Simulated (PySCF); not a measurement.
Si(F)3(vinyl) (C₂H₃F₃Si), SMILES C=C[Si](F)(F)F.

Coordinates come from a TPSSh-D3(BJ)/def2-SVP optimisation. Other conformers were not sampled.

Two levels are set side by side: TDDFT-PBE/def2-SVPD (PySCF) and TDDFT-PBE0/def2-SVPD (PySCF). Vertical, same geometry. The lowest singlet is HOMO−1→LUMO 99 % with PBE and HOMO−1→LUMO 99 % with the other functional; states are paired by order. Differences are taken from unrounded values.

```tsv
quantity	TDDFT-PBE0	TDDFT-PBE	TDDFT-PBE minus TDDFT-PBE0
lowest singlet excitation (eV)	6.99	6.56	-0.44
lowest triplet excitation (TDA) (eV)	4.14	4.31	0.17
first bright state (f over 0.05) (eV)	7.40	7.25	-0.15
its oscillator strength	0.37	0.32	-0.05
```

A lower first singlet is the usual sign of a functional without exact exchange. Differences between two approximate levels are no errors against the true value.

Rough cost on one machine, each run with all the roots and properties that it gave: TDDFT-PBE0 against TDDFT-PBE about 4 times.
